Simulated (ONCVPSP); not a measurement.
# cerium (Ce): ONCV pseudisation with PBE, non-relativistic reference atom.

| Quantity | Value |
| --- | --- |
| Element | cerium |
| Generator | ONCVPSP 4.0.1 |
| Type | optimised norm-conserving Vanderbilt (ONCV) |
| Functional | PBE |
| Relativity | non-relativistic |
| Frozen core | [Kr] 4d10 4f1 |
| Valence charge | 11 |
| Reference configuration | 5s2 5p6 5d1 6s1.5 6p0.5 |
| Partial waves | 5s+6s: rc 3.05 bohr, ncon 3, nbas 7, qcut 4.6 1/bohr, 2 projectors; 5p+6p: rc 2.95 bohr, ncon 5, nbas 8, qcut 5.4 1/bohr, 2 projectors; 5d: rc 2.90 bohr, ncon 4, nbas 8, qcut 6.6 1/bohr, local |
| Local potential | the d channel |
| Core correction | Teter function, fcfact 3, rcfact 1.15 |

What the tests gave:

```json
{
  "Cutoffs needed": "6.7 Ha and 10 Ha (the cutoffs (Ha) at which the residual kinetic energy of the hardest occupied pseudo-wave falls to 1 and 0.1 mHa per electron)",
  "Ghost test": "no bound ghost flagged; no localised positive-energy state flagged",
  "Largest excitation error": "-0.9 meV (all-electron minus pseudo) for 5s2 5p6 5d1 6s0 6p2, out of 4 test configurations",
  "rms error of d²Exc/dni dnj": "2.36 mHa without and 0.52 mHa with the model core"
}
```

Generation and tests took about 5.9 s on one core of a shared server CPU.
